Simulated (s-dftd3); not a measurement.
AuCl4 (SMILES [Cl][Au-]([Cl])([Cl])[Cl]), charge -1, singlet, at a GFN2-xTB geometry (such geometries of metal compounds can be far from the true shape); s-dftd3 with D3(op) for blyp.

Here is a job for s-dftd3.
```
$ s-dftd3 mol.xyz --op blyp --json dftd3.json --noedisp --grad

# file mol.xyz
5

Au    -0.00000000     0.00000000    -0.00000000
Cl     2.10237282    -0.85465654     0.00310144
Cl     0.85465979     2.10237254    -0.00228057
Cl    -2.10237282     0.85465654    -0.00310144
Cl    -0.85465979    -2.10237254     0.00228057
```

What the program printed (banner, timings and long lists left out):

```
-----------------------------------
 s i m p l e   D F T - D 3  v1.4.0
-----------------------------------

Optimized power damping: blyp-D3(op)
--------------------
   s6        1.0000
   s8        1.3187
   s9        0.0000
   a1        0.4250
   a1        3.5000
  alp       14.0000
 beta        2.0000
--------------------

Dispersion energy:      -1.5187383252857E-02 Eh

Gradient norm:           9.1017557281759E-04 Eh/a0
--------------------------------------------------
     #    Z           dE/dx      dE/dy      dE/dz
--------------------------------------------------
     1   79 Au   -5.421E-20  1.084E-19 -2.118E-22
     2   17 Cl    4.216E-04 -1.714E-04  6.219E-07
     3   17 Cl    1.714E-04  4.216E-04 -4.573E-07
     4   17 Cl   -4.216E-04  1.714E-04 -6.219E-07
     5   17 Cl   -1.714E-04 -4.216E-04  4.573E-07
--------------------------------------------------

Virial:
--------------------------------------------------
      component           x          y          z
--------------------------------------------------
          x       3.903E-03  5.013E-09  3.464E-06
          y       5.013E-09  3.903E-03 -5.643E-06
          z       3.464E-06 -5.643E-06  1.123E-08
--------------------------------------------------

[Info] JSON dump of results written to 'dftd3.json'
```
